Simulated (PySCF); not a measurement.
4-chlorobut-1-ene (C4H7Cl), SMILES C(CCl)C=C. Atoms are numbered in the order given.

```xyz
12

C     -2.9193     0.2457    -0.1162
C     -1.8141    -0.3861    -0.5131
C     -0.4451     0.2191    -0.5498
C      0.4958    -0.4790     0.4177
Cl     2.1501     0.1933     0.3243
H     -3.8918    -0.2534    -0.1088
H     -2.8929     1.2910     0.2089
H     -1.8878    -1.4347    -0.8305
H     -0.0210     0.1376    -1.5654
H     -0.4896     1.2917    -0.3046
H      0.5733    -1.5540     0.1996
H      0.1548    -0.3625     1.4557
```

Coordinates come from a PBE0-D3(BJ)/def2-SVP optimisation. One conformer was computed; it need not be the lowest.

Two levels are set side by side: PBE/pcSseg-1 (PySCF) and B3LYP/pcSseg-1 (PySCF). GIAO shifts against HCl (³⁵Cl), TMS (¹H), TMS (¹³C) at the same level; non-relativistic, no solvent, atoms listed together averaged. Without spin–orbit terms, shifts of atoms bonded to Cl or Br come out too high at both levels. Differences are taken from unrounded values.

```
quantity              B3LYP
--------------------  -----
δ(¹³C) of C1 (ppm)    127.8
δ(¹³C) of C2 (ppm)    146.1
δ(¹³C) of C3 (ppm)     46.6
δ(¹³C) of C4 (ppm)     52.1
δ(³⁵Cl) of Cl5 (ppm)  103.6
δ(¹H) of H8 (ppm)      6.06
```

### Question
What does PBE give, and how far is it from B3LYP? (Estimate from the structure and the level; the computed values follow.)

### Answer

| quantity | PBE | PBE minus B3LYP |
|---|---|---|
| δ(¹³C) of C1 (ppm) | 126.4 | -1.5 |
| δ(¹³C) of C2 (ppm) | 144.0 | -2.1 |
| δ(¹³C) of C3 (ppm) | 47.5 | 0.9 |
| δ(¹³C) of C4 (ppm) | 52.1 | 0.0 |
| δ(³⁵Cl) of Cl5 (ppm) | 120.5 | 16.9 |
| δ(¹H) of H8 (ppm) | 6.14 | 0.08 |

Rough cost on one machine, each run with all the roots and properties that it gave: B3LYP against PBE within a factor of 2.
